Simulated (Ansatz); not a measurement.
Geometry optimisation, Ansatz, RKS r2SCANh-D4/def2-SVP.

Input:

```yaml
crystal:
  periodic: [false, false, false]
  atoms:
    - { symbol: W, position_ang: [0.0, 0.0, 0.0] }
    - { symbol: O, position_ang: [0.0, 0.0, 2.29] }
    - { symbol: H, position_ang: [-0.9095, -0.2814, 2.6271] }
    - { symbol: H, position_ang: [1.72, 0.0, 0.0] }
    - { symbol: H, position_ang: [0.0, 1.72, 0.0] }
    - { symbol: H, position_ang: [-1.72, 0.0, 0.0] }
    - { symbol: F, position_ang: [0.0, -1.85, 0.0] }
    - { symbol: H, position_ang: [0.0, 0.0, -1.72] }
    - { symbol: Br, position_ang: [1.8798, -1.9708, 0.905] }
    - { symbol: H, position_ang: [0.9046, -0.9484, 2.1267] }
basis:
  gaussian: { orbitals: def2-SVP }
hamiltonian:
  xc: r2scanh
  dispersion: d4
relax:
  f_tol: 0.15
  max_steps: 25
  restrain:
    - { distance: [0, 8], at: 2.57, k: 30.0 }
    - { distance: [9, 1], at: 1.01, k: 30.0 }
    - { distance: [0, 1], at: 3.14, k: 30.0 }
    - { distance: [9, 8], at: 2.75, k: 30.0 }
```

Command:

```bash
$ ansatz run input.yaml --threads 4 --pin off --max-ram 5120MiB --backend cpu --events-out ev --progress --plain --runs-dir out
```

**Question.** Where does it end, and by what steps?

**Answer.** The run converged. The restraints hold the end off the free minimum; the threshold counts their pulls, which the force column leaves out. Restrained pairs: W1–Br9 (2.87 → 2.54 Å), O2–H10 (1.32 → 0.98 Å), W1–O2 (2.29 → 3.12 Å), Br9–H10 (1.87 → 2.75 Å). After 17 steps the energy has fallen by 7.932 eV (the restraints' own energy left out); F7 moved furthest, 1.57 Å.

```
step  energy less start (eV)  largest force component (eV/Å)  accepted
   0                  0.0000                           6.075       yes
   1                 -0.8339                           6.103       yes
   2                 -2.2665                           5.983       yes
   3                 -3.9520                           2.864       yes
   4                 -5.5395                           1.472       yes
   5                 -6.2300                           1.049       yes
   6                 -6.3679                           2.245       yes
   7                 -6.5447                           0.869       yes
   8                 -6.7107                           1.055       yes
   9                 -6.9396                           0.990       yes
  10                 -7.2248                           0.902       yes
  11                 -7.5520                           1.036       yes
  12                 -7.7700                           0.908       yes
  13                 -7.8492                           1.143       yes
  14                 -7.8847                           1.264       yes
  15                 -7.9108                           1.016       yes
  16                 -7.9229                           1.067       yes
  17                 -7.9317                           0.852       yes
```

```xyz
10
Properties=species:S:1:pos:R:3
W 0.169 -0.335 -0.294
O -0.099 -0.553 2.811
H -0.648 -1.341 2.908
H 0.936 1.008 0.342
H 0.112 0.966 -1.336
H -0.723 0.987 0.145
F -1.429 -1.212 0.100
H 0.406 -0.651 -1.931
Br 2.331 -1.303 0.610
H 0.820 -0.897 2.874
```

The run took 70 s on 4 threads of Arm Neoverse V2 (shared host), peak memory 0.36 GiB.
